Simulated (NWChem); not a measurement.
Molecule: InHClF; SMILES [Cl][InH][F]

Computed with NWChem. Medium grid unless said otherwise, to which SCAN and Minnesota functionals are sensitive. Coordinates come from a PBE-D3(BJ)/def2-SVP optimisation. def2 effective core potentials on In; no spin-orbit coupling.

For level B3LYP/def2-SVP:

```
Property                     Result
---------------------------  ------
highest occupied level (eV)   -8.49
orbital gap (eV)               6.30
```

What are these values for level r2SCAN/def2-SVP?


| Quantity | Value |
|---|---|
| highest occupied level (eV) | -7.78 |
| orbital gap (eV) | 5.20 |
